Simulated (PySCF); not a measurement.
F₆P, SMILES F[P-](F)(F)(F)(F)F, charge -1. Atoms are numbered in the order given.

```xyz
7

F      0.0000    -1.6500     0.0000
P      0.0000     0.0000     0.0000
F      1.6500     0.0000     0.0000
F     -1.6500     0.0000     0.0000
F      0.0000     0.0000     1.6500
F      0.0000     1.6500     0.0000
F      0.0000     0.0000    -1.6500
```
Charge -1, spin multiplicity 1.

Geometry optimised at TPSSh-D3(BJ)/def2-SVPD.

Level of theory: SMD-M06-2X/def2-SVPD in PySCF.

Solvation free energies are E(SMD) − E(gas) at the gas-phase geometry, for 1 M in both phases.

### Question
Rank water, n-hexane, benzene by solvation free energy, most negative first.

### Answer
water (-49.6 kcal/mol), benzene (-29.5 kcal/mol), n-hexane (-24.7 kcal/mol)
